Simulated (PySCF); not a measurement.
A GIAO shielding run with PySCF (density fitting, non-relativistic, gas phase) on `C(C[SiH3])(Cl)(Cl)Cl`, C2H5Cl3Si:

```
$ OMP_NUM_THREADS=1 python probes_run.py task.json out

{"job": {"kind": "nmr", "xc": "HF", "basis": "pcSseg-1", "pop": false}, "charge": 0, "multiplicity": 1}
Si     1.856616    -0.860409    -0.097020
C      0.074781    -0.181259    -0.110117
C     -1.029602    -1.178203     0.154932
Cl    -0.894132    -2.561008    -0.968720
Cl    -2.627423    -0.412311    -0.077916
Cl    -0.938968    -1.784810     1.828297
H      2.753790     0.317136     0.104996
H      2.178398    -1.492199    -1.407950
H      2.061768    -1.838613     1.006737
H     -0.105941     0.262599    -1.102632
H     -0.018757     0.629928     0.629027
```

Hardware: 1 thread of an Arm Neoverse V1, shared host.

Q: How large is the calculation?

A: 82 electrons, 155 basis functions and 900 auxiliary functions.

Q: How long does it take, and how much memory does it need?

A: 9.4 s of wall time, with 11 SCF cycles and 7 response iterations; peak memory 0.85 GiB. Times on a shared host scatter by some tens of per cent.

Q: And these other runs on the same molecule and hardware: GIAO shielding at B3LYP/pcSseg-1; GIAO shielding at B97-D/pcSseg-1; GIAO shielding at BLYP/pcSseg-1; GIAO shielding at BP86/pcSseg-1; GIAO shielding at KT2/pcSseg-1; GIAO shielding at KT3/pcSseg-1?

A: B3LYP/pcSseg-1: 155 functions, 17 s; B97-D/pcSseg-1: 155 functions, 22 s; BLYP/pcSseg-1: 155 functions, 21 s; BP86/pcSseg-1: 155 functions, 21 s; KT2/pcSseg-1: 155 functions, 22 s; KT3/pcSseg-1: 155 functions, 22 s.
